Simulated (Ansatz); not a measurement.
The cluster Be4O3, relaxed as a singlet with RKS PBE0-D4/def2-SVP in Ansatz, starting from the GFN1-xTB geometry. Force threshold 0.02 eV/Å.

The restricted singlet is unstable towards broken spin symmetry in Hartree–Fock (as tested in another run); at PBE0-D4/def2-SVP this wasn't settled. Another isomer (singlet) lies 2.99 eV lower at PBE0-D4/def2-TZVP; other spin states weren't run for this one.

Start:

Cartesian coordinates in Å:
```
Be 1.0168 -0.7748 0.6118
Be -1.0091 0.7805 -0.6177
Be 3.0441 -2.3495 1.8175
Be -3.0582 2.3400 -1.8058
O -2.0423 1.5685 -1.2248
O 2.0428 -1.5679 1.2247
O 0.0060 0.0033 -0.0057
```

Task: Estimate the energy that the relaxation releases and the steps that it takes.

Result: 1.5 kJ/mol, in 3 steps; 1.9 s on 4 threads of Arm Neoverse V2 on a shared host. No frequencies were taken in this run, so the end may be a saddle point.

Task: Does the start keep its bonding and symmetry?

Result: By distances, no bond broke or formed. The bond that changes most is Be4–O5, from 1.40 to 1.42 Å (atoms count from 1). Point group D∞h at the start, D∞h at the end, both within 0.05 Å.

Task: Predict the relaxed structure.

Result: 
```xyz
7

Be    1.016   -0.776    0.606
Be   -1.010    0.780   -0.611
Be    3.050   -2.352    1.822
Be   -3.062    2.344   -1.813
O    -2.035    1.563   -1.219
O     2.035   -1.562    1.218
O     0.005    0.003   -0.005
```
Bond lengths (bridged metal pairs left out): 6 × Be–O 1.41 to 1.43 Å.
